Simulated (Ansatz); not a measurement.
Reaction (formal hydrolysis of the Si–Si bond): `C[SiH2][SiH]1C=N1` + H₂O → `O[SiH]1C=N1` + `C[SiH3]`

Computed with Ansatz on PBE0-D4/def2-TZVP structures; ΔE is electronic, products minus reactants. CCSD(T)/CBS adds triple-zeta CCSD(T) − MP2 to the extrapolated MP2 energy (def2 sets, frozen cores). This one scheme is used for every species. Functionals use def2-TZVPP. One conformer a species, not always the lowest.

```json
{"level": "PBE-D4", "ΔE (kJ/mol)": "-68.4", "difference from CCSD(T)/CBS": "21.7"}
{"level": "PBE0-D4", "ΔE (kJ/mol)": "-78.2", "difference from CCSD(T)/CBS": "11.9"}
{"level": "ωB97M-V", "ΔE (kJ/mol)": "-101.3", "difference from CCSD(T)/CBS": "-11.2"}
{"level": "B2PLYP", "ΔE (kJ/mol)": "-100.1", "difference from CCSD(T)/CBS": "-10.0"}
{"level": "PBE0", "ΔE (kJ/mol)": "-82.5", "difference from CCSD(T)/CBS": "7.6"}
{"level": "CCSD/def2-TZVPP", "ΔE (kJ/mol)": "-98.9", "difference from CCSD(T)/CBS": "-8.8"}
{"level": "HF/def2-QZVPP", "ΔE (kJ/mol)": "-131.8", "difference from CCSD(T)/CBS": "-41.7"}
{"level": "MP2/def2-QZVPP", "ΔE (kJ/mol)": "-96.1", "difference from CCSD(T)/CBS": "-6.0"}
{"level": "SCS-MP2/def2-QZVPP", "ΔE (kJ/mol)": "-102.2", "difference from CCSD(T)/CBS": "-12.1"}
{"level": "MP2/CBS(def2)", "ΔE (kJ/mol)": "-94.8", "difference from CCSD(T)/CBS": "-4.7"}
{"level": "CCSD(T)/CBS", "ΔE (kJ/mol)": "-90.1", "difference from CCSD(T)/CBS": "0"}
```

Largest T1 diagnostic among the species: 0.016.

The D4 term adds +7.0 kJ/mol with B3LYP and +4.3 kJ/mol with PBE0; it sums over pairs of atoms, weighted by their polarisabilities, and B3LYP, whose exchange is more repulsive, gets the larger term. From PBE to PBE0 (25 % exact exchange), in def2-TZVPP and without D4, ΔE moves by −9.6 kJ/mol.

B3LYP here is the variant with VWN-RPA as its local correlation; programs differ in this.
